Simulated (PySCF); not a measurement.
Structure problem from calculated spectra and properties.

Formula: C4H2NP3.

- Triplet: lowest triplet excitation (Tamm–Dancoff): 2.52 eV [TDA CAM-B3LYP/def2-SVPD]
- Rotational structure: rotational constants A, B, C: 2.320, 1.001, 0.699 GHz [GFN2-xTB]
- 13C NMR: chemical shifts (computed TMS as zero) by class: 187.5 (2 C), 171.1 (1 C), 126.7 (1 C) ppm [GIAO PBE0/pcSseg-1]
- Dipole: 4.84 D [CAM-B3LYP/def2-SVPD]
- Polarisability: 125.0 au [CAM-B3LYP/def2-SVPD]
- UV, first state: lowest singlet excitation: 3.71 eV (334 nm, f = 0.020) [TDDFT CAM-B3LYP/def2-SVPD]
- NMR, other nuclei: isotropic shieldings of nuclei other than C and H, by class: -83 (1 N), 15 (2 P), 53 (1 P) ppm [GIAO PBE0/pcSseg-1]
- UV, strongest line: among the 8 lowest singlet transitions: S8 at 4.97 eV (250 nm, f = 0.307) [TDDFT CAM-B3LYP/def2-SVPD]

Electronic properties: PySCF, gas phase, density fitting. Levels stand in brackets. Geometry: GFN2-xTB; no solvent, vibrations or thermal averaging. Each NMR value is the plain mean over a class of atoms that symmetry, rotation or inversion makes alike.

Task: Give a SMILES that accounts for the data.

Result: Numbering: `[N:1]#[C:2][c:3]1[p:4][cH:5][p:6][cH:7][p:8]1`. 4 carbons fall into 3 classes; from least to most shielded: aromatic CH carbon [C5/C7] (187.5 ppm, 2 C), substituted aromatic carbon [C3] (171.1 ppm), nitrile carbon [C2] (126.7 ppm). The other shieldings belong to: -83 ppm, nitrile nitrogen [N1]; 15 ppm, phosphorus bonded to 2 C [P4/P8]; 53 ppm, phosphorus bonded to 2 C [P6]. The optimised geometry has point group C2v and is an asymmetric top. Structure: `N#Cc1pcpcp1`. The assignments are read from this structure; whether some other isomer fits the data as well wasn't checked.
